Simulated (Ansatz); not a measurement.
Molecule: ZrCl₃, net charge 1, singlet state. The spin state was set by rule; other spins were not relaxed. 
Coordinates optimised at B3LYP-D3(BJ)/def2-TZVP (Ansatz, a program for electronic structure):
```
Zr
Cl 1 2.2691
Cl 1 2.2691 2 108.88
Cl 1 2.2691 2 108.88 3 118.57
```
Charge +1, spin multiplicity 1.

Basis-set convergence of Hartree-Fock and CCSD(T) correlation energies (hartree) with Ansatz. Valence correlation only, unless marked. No spin-orbit coupling. The frozen core is the preceding noble-gas configuration, with the filled d and f shells of earlier blocks. Past Kr the def2 sets carry scalar-relativistic core potentials.

```
basis       functions        E(HF)  E(corr, CCSD(T))  rough core time
----------  ---------  -----------  ----------------  ---------------
def2-SVP           85  -1424.53608          -0.53932       under 20 s
def2-TZVPP        182  -1425.02494          -0.73980             50 s
def2-QZVPP        291  -1425.06815          -0.80138            4 min
```

Extrapolating the two largest sets (X = 3 and 4) as X^-3: E(corr) = (64·(-0.80138) - 27·(-0.73980))/37 = -0.8463 Eh, an estimate of the basis-set limit. The largest set recovers 94.7 % of it, the smallest 63.7 %.
